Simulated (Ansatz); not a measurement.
`[F][InH][Cl]` + CH₃OH → `C[O][InH][Cl]` + H–F at 600 K and 1 bar (ligand exchange at the In–F bond).

Gas-phase electronic energies from Ansatz, PBE0-D4/def2-TZVP geometries. CBS: MP2 limit from def2 TZ/QZ plus the TZ coupled-cluster correction, frozen cores. This one scheme is used for every species. Elements past krypton have def2 core potentials. For In outer-core shells are correlated without core-valence functions, which leaves a few kJ/mol of doubt a bond. Each species was taken in one conformer, which may not be the lowest.

```
        species  CCSD(T)/CBS energy (Eh)  H − E (kJ/mol)  S (J/(mol·K))
 `[F][InH][Cl]`               -750.05448            58.6          356.7
          CH₃OH               -115.61712           163.6          277.3
`C[O][InH][Cl]`               -765.26650           180.2          432.6
            H–F               -100.39570            42.3          194.0
```

H − E and S are ideal-gas, rigid-rotor, harmonic terms from PBE0-D4/def2-TZVP, for one conformer and one mirror image of each species. 1 Eh = 2625.50 kJ/mol, R = 8.31446 J/(mol·K).

Question: By hand: ΔE, ΔH, ΔS and ΔG.

Answer: ΔE = (-765.26650) + (-100.39570) − (-750.05448) − (-115.61712) = 0.00940 Eh = 24.7 kJ/mol. Δ(H − E) = 180.2 + 42.3 − 58.6 − 163.6 = 0.3, so ΔH = 25.0 kJ/mol. ΔS = 432.6 + 194.0 − 356.7 − 277.3 = -7.4 J/(mol·K). ΔG = 25.0 − 600 × (-7.4)/1000 = 29.4 kJ/mol.

Question: By hand: the equilibrium constant, and the temperature at which ΔG would vanish if ΔH and ΔS stayed fixed.

Answer: log₁₀ K = −ΔG/(RT ln 10) = -2.6. ΔH and −TΔS have one sign here, so there is no such temperature.

The number of gas molecules stays the same, so ΔS is small and ΔH decides. A doubt of 5 kJ/mol in ΔE shifts log₁₀ K by 0.4 here. Other conformers and mirror images would add mixing entropy, several J/(mol·K) or more a flexible species. These are equilibria of isolated gas molecules and say nothing of rates. Largest T1 diagnostic: 0.016 (customary marks: 0.02 for closed shells, 0.045 for open ones).

ΔS is within the doubt of such terms, so its sign, and with it that verdict, could turn.
